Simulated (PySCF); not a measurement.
Compound: C₅H₆ClO₂ (doublet state).
Atom-mapped SMILES: `[CH3:1][C@H:2]1[CH:3][O:4][C:5]([OH:6])=[C:7]1[Cl:8]` (hydrogens: H9, H10, H11 on C1; H12 on C2; H13 on C3; H14 on O6)

Structure used (GFN2-xTB), in Å, numbered top down from 1:
```
atom  x, y, z in Å
C1    -1.7659   -0.5066   -0.0472
C2    -0.5365    0.2564   -0.5858
C3    -0.2064    1.4897    0.1836
O4     1.0012    1.3814    0.8204
C5     1.5595    0.2212    0.4331
O6     2.7890   -0.0451    0.8991
C7     0.7568   -0.4826   -0.3906
Cl8    1.1280   -2.0185   -1.0726
H9    -1.6266   -0.7475    1.0034
H10   -2.6552    0.1073   -0.1553
H11   -1.9006   -1.4290   -0.6062
H12   -0.7290    0.4698   -1.6485
H13   -0.8903    2.2020    0.5955
H14    3.0754   -0.8989    0.5489
```

The hyperfine couplings belong to this conformer and change with its torsions.

Method used: UKS B3LYP, pcH-1 on C Cl H O, non-relativistic, mean-field spin-orbit, GIAO (PySCF). One conformer (not necessarily the lowest) at the GFN2-xTB geometry, without solvent, vibrations or thermal averaging. A GFN2-xTB geometry isn't a minimum of the functional, and hyperfine couplings can be far from their values at a DFT geometry. No stability test was run, so a lower SCF solution isn't excluded.

Principal values of hyperfine tensors in MHz (contact, dipolar and spin–orbit terms together), for some of the nuclei:

```csv
atom,isotope,A1,A2,A3
C3,13C,58.35,60.30,288.91
C1,13C,79.34,79.44,96.01
H13,1H,-81.13,-46.83,-8.73
C2,13C,-31.23,-29.98,-26.23
O4,17O,-70.74,4.72,7.03
H11,1H,5.25,6.87,13.83
C7,13C,1.77,4.97,14.85
C5,13C,-11.63,-5.98,-2.29
```

Problem. Split each tensor into its isotropic and traceless parts, and turn a_iso into mT with g = 2.0031.

Solution. a_iso is a third of the trace, T = A − a_iso, and a(mT) = a(MHz)/(g × 13.996). The tensors hold a spin–orbit part: the run splits a_iso into a_FC + a_SO, and T includes its anisotropic share.

```tsv
atom	a_iso (MHz)	a_FC	a_SO	a_iso (mT)	T1	T2	T3
C3	135.85	135.87	-0.02	4.846	-77.50	-75.55	153.05
C1	84.93	84.94	-0.01	3.029	-5.59	-5.49	11.08
H13	-45.56	-45.59	0.03	-1.625	-35.57	-1.26	36.83
C2	-29.15	-29.16	0.02	-1.040	-2.08	-0.83	2.91
O4	-19.66	-19.73	0.06	-0.701	-51.07	24.38	26.69
H11	8.65	8.65	0.00	0.309	-3.40	-1.78	5.18
C7	7.20	7.17	0.03	0.257	-5.42	-2.23	7.65
C5	-6.63	-6.63	0.00	-0.237	-5.00	0.66	4.34
```

Problem. What spin density at the nucleus of H13 lies behind its contact coupling (g_N = 5.58569)?

Solution. a_FC = 800.24 MHz bohr³ × g_N × ρ(0)/(2S). With a_FC = -45.59 MHz and 2S = 1, ρ(0) = -0.0102 bohr⁻³. In magnitude that is 3.2 % of the 1/π = 0.318 of a free hydrogen atom.

Problem. H12 (1H, g_N = 5.58569) isn't in the table. Its spin density at the nucleus is 0.028 bohr⁻³. What is its contact coupling?

Solution. By the same relation, a_FC = 125.2 MHz. Its full tensor has the principal values 120.00, 121.04, 134.43 MHz.

Problem. Name the largest traceless tensor T of the table and describe it.

Solution. C3: -77.5, -75.5, 153.1 MHz, axial, in the ratio −1:−1:+2, the form that spin in one p orbital centred on that nucleus gives.

Problem. In a single crystal, with the field along each principal axis of the tensor of C3 in turn, what first-order splitting does this nucleus give (isotropic g, quadrupole terms neglected)?

Solution. 2 lines (I = 1/2), spaced by |A_i|/(g × 13.996): 2.08, 2.15, 10.30 mT along the axes of A1, A2 and A3.

The run took 94 s wall (with the writing of density and orbital grids) on an Arm Neoverse V2 with one thread, shared host with 96 logical CPUs at a one-minute load of 75, and the process peaked at 1.1 GiB of memory.
